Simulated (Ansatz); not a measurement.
H$_{11}$Si$_{6}$ (SMILES [SiH]1[SiH2][SiH2][SiH2][SiH2][SiH2]1), doublet, geometry from GFN2-xTB; PBE/STO-3G (Ansatz, a first-principles code).

Input for Ansatz:
Ansatz 0.2 input:
```yaml
crystal:
  periodic: [false, false, false]
  atoms:
    - {symbol: Si, position_ang: [-2.00928681, 0.31082660, 1.04009462]}
    - {symbol: Si, position_ang: [-0.99917176, 1.88841840, -0.30786964]}
    - {symbol: Si, position_ang: [1.33189105, 1.86714352, -0.19955031]}
    - {symbol: Si, position_ang: [2.16544122, -0.29385339, -0.43750807]}
    - {symbol: Si, position_ang: [0.52549777, -1.90244534, -0.79030876]}
    - {symbol: Si, position_ang: [-1.22044177, -1.84448819, 0.75266407]}
    - {symbol: H, position_ang: [-1.87499552, 0.71935075, 2.45827646]}
    - {symbol: H, position_ang: [-1.55553093, 3.23387203, -0.11514543]}
    - {symbol: H, position_ang: [-1.38026573, 1.55425403, -1.69439246]}
    - {symbol: H, position_ang: [1.70927656, 2.39928772, 1.12036694]}
    - {symbol: H, position_ang: [1.97417437, 2.80156719, -1.13565077]}
    - {symbol: H, position_ang: [3.19097114, -0.33738215, -1.48875925]}
    - {symbol: H, position_ang: [2.91262466, -0.65638541, 0.77738508]}
    - {symbol: H, position_ang: [1.09306438, -3.24634636, -0.95936981]}
    - {symbol: H, position_ang: [-0.08846579, -1.63116720, -2.10228082]}
    - {symbol: H, position_ang: [-0.77260544, -2.47247584, 2.00725274]}
    - {symbol: H, position_ang: [-2.32326312, -2.72299726, 0.32701094]}
basis:
  gaussian:
    orbitals: STO-3G
hamiltonian:
  xc: pbe
magnetization: {spin_polarized: true, initial_magnetization: 1}
accuracy: high
```

Task: Predict the main parts of the log of this Ansatz run.

Result: 
```
Functional definition: PBE
1401 factors; integrals over basis functions are off by at most 3.3e-9 eV
mean field evaluation 1: about -46868.0697 eV, gradient 2.1e1 eV
mean field evaluation 2: about -46867.7011 eV, gradient 2.1e1 eV
mean field evaluation 4: about -46871.2313 eV, gradient 5.7e-1 eV
mean field evaluation 8: about -46870.9962 eV, gradient 9.6e-3 eV
mean field evaluation 16: about -46870.9962 eV, gradient 8.7e-6 eV
mean field -46870.99615119 eV, -1722.4773382539 hartree, gradient 9.3e-8 eV, S^2 0.751363; 0 other end points of the search recorded, 0 dependent functions left out
reference -46870.99615456 eV, -1722.4773383778 hartree; 48, 47 occupied and 17, 18 virtual orbitals, 1401 factors
Total energy: -46870.99615456 eV, -1722.4773383778 hartree
```
